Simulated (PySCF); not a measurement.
**Electron correlation in Ba+ (barium, charge +1)**

[Xe] 5d1, 2D determinant (an excited configuration). Computed with PySCF 2.14 in x2c-TZVPPall with one added diffuse shell each of s, p, d type (12s8p7d2f1g, 94 functions), with scalar relativity by spin-free X2C-1e. Frozen: [Kr] 4d10; 9 electrons correlated.

```csv
level,correlation energy (mhartree)
CCSD,-182.54
(T),-4.73
CCSD(T),-187.27
```

Diagnostics: T1 = 0.0053, D1 = 0.0114, largest double amplitude 0.017.

Is a single reference adequate?

Yes, within this model without spin-orbit coupling: T1 lies below 0.03 and no double amplitude reaches 0.07.

This basis was not built for core-valence correlation, so the inner-shell part is incomplete.
